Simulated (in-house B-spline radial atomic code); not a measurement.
Orbital energies and mean radii along the 21-electron series, configuration [Ar] 3d3. The effective charge is n√(-2ε), a non-relativistic measure. Computed with an all-electron radial atomic-structure program (B-spline basis): Dirac-Hartree-Fock, average of the configuration, finite nuclei.

```csv
ion,Z,energy of 3p3/2 (Eh),mean radius of 3p3/2 (bohr),energy of 3d5/2 (Eh),mean radius of 3d5/2 (bohr),energy of 2p3/2 (Eh),mean radius of 2p3/2 (bohr),energy of 2s1/2 (Eh),mean radius of 2s1/2 (bohr),effective charge of 3p3/2
Ag26+,47,-56.553,0.33873,-50.537,0.30335,-165.82,0.11814,-182.6,0.13335,31.905
Cd27+,48,-60.229,0.32952,-54.004,0.29462,-175.06,0.11536,-192.77,0.13009,32.926
In28+,49,-64.019,0.32079,-57.582,0.28638,-184.54,0.1127,-203.25,0.12696,33.946
Sn29+,50,?,?,?,?,?,?,?,?,?
Sb30+,51,?,?,?,?,?,?,?,?,?
Te31+,52,-76.081,0.29712,-68.987,0.26424,-214.54,0.10539,-236.54,0.11833,37.006
I32+,53,?,?,?,?,?,?,?,?,?
Xe33+,54,-84.7,0.28316,-77.147,0.25131,-235.82,0.10101,-260.32,0.11312,39.046
Cs34+,55,-89.183,0.27664,-81.395,0.24531,-246.84,0.098946,-272.7,0.11065,40.066
Ba35+,56,-93.782,0.27041,-85.753,0.23959,-258.12,0.096963,-285.41,0.10828,41.086
```

(1) Fill in the row of Sn29+.

(2) Fill in the row of Sb30+.

(3) Fill in the row of I32+.

(4) How does the screening of 3p3/2 change?

Results:

(1) energy of 3p3/2 (Eh): -67.925; mean radius of 3p3/2 (bohr): 0.3125; energy of 3d5/2 (Eh): -61.272; mean radius of 3d5/2 (bohr): 0.27859; energy of 2p3/2 (Eh): -194.29; mean radius of 2p3/2 (bohr): 0.11016; energy of 2s1/2 (Eh): -214.03; mean radius of 2s1/2 (bohr): 0.12397; effective charge of 3p3/2: 34.966.

(2) energy of 3p3/2 (Eh): -71.945; mean radius of 3p3/2 (bohr): 0.30462; energy of 3d5/2 (Eh): -65.074; mean radius of 3d5/2 (bohr): 0.27123; energy of 2p3/2 (Eh): -204.28; mean radius of 2p3/2 (bohr): 0.10772; energy of 2s1/2 (Eh): -225.13; mean radius of 2s1/2 (bohr): 0.12109; effective charge of 3p3/2: 35.986.

(3) energy of 3p3/2 (Eh): -80.332; mean radius of 3p3/2 (bohr): 0.28998; energy of 3d5/2 (Eh): -73.011; mean radius of 3d5/2 (bohr): 0.25761; energy of 2p3/2 (Eh): -225.05; mean radius of 2p3/2 (bohr): 0.10316; energy of 2s1/2 (Eh): -248.27; mean radius of 2s1/2 (bohr): 0.11567; effective charge of 3p3/2: 38.026.

(4) Z less the effective charge goes from 15.09 at Z = 47 to 14.91 at Z = 56.
